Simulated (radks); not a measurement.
Values are calculated unless marked as measured or tabulated.
Ca12+, 8 electrons, occupied as [He] 2s2 2p4. Level of theory: non-relativistic Kohn-Sham, B86b exchange with PBE correlation, spin-polarised, spherical densities, point nucleus; open shells are filled with parallel spins first (a radial shooting solver on a logarithmic mesh with Libxc functionals).

Local quantities along the radius. ELF = 1/(1 + alpha^2) is the electron localisation function; alpha = (tau - tau_W)/tau_unif compares the Pauli kinetic energy density with that of the uniform gas (summed over spins).

r (bohr),ELF,alpha
0.003701,1.000,0.009132
0.004485,1.000,0.009526
0.005477,1.000,0.01005
0.006637,1.000,0.01070
0.008106,1.000,0.01159
0.009822,1.000,0.01273
0.012,1.000,0.01434
0.01454,1.000,0.01649
0.01775,1.000,0.01970
0.02151,0.999,0.02426
0.02628,0.999,0.03163
0.03184,0.998,0.04314
0.03889,0.996,0.06393
0.04712,0.990,0.1009
0.05755,0.969,0.1776
0.06973,0.900,0.3330
0.08517,0.686,0.6764
0.1032,0.384,1.266
0.126,0.226,1.852
0.1527,0.258,1.695
0.1851,0.463,1.077
0.226,0.716,0.6291
0.2739,0.838,0.4399
0.3345,0.876,0.3758
0.4053,0.866,0.3928
0.495,0.798,0.5032
0.5998,0.617,0.7886
0.7326,0.275,1.623
0.8877,0.051,4.327
1.084,0.003,17.21

On this mesh the ELF has minima near r = 0.14 bohr, which separate the shells, and maxima near 0.37 (0.88).

Self-consistent cycle (total energy in hartree, residual of the potential): 1: -592.166695, 1e+01; 2: -593.587607, 9e+00; 3: -594.771076, 2e-01; 4: -594.772068, 1e-01; 5: -594.772197, 2e-03; 6: -594.772197, 8e-05; 7: -594.772197, 3e-06; 8: -594.772197, 2e-06; 9: -594.772197, 1e-06; 10: -594.772197, 5e-07; 11: -594.772197, 7e-08; 12: -594.772197, 4e-09; 13: -594.772197, 2e-09.
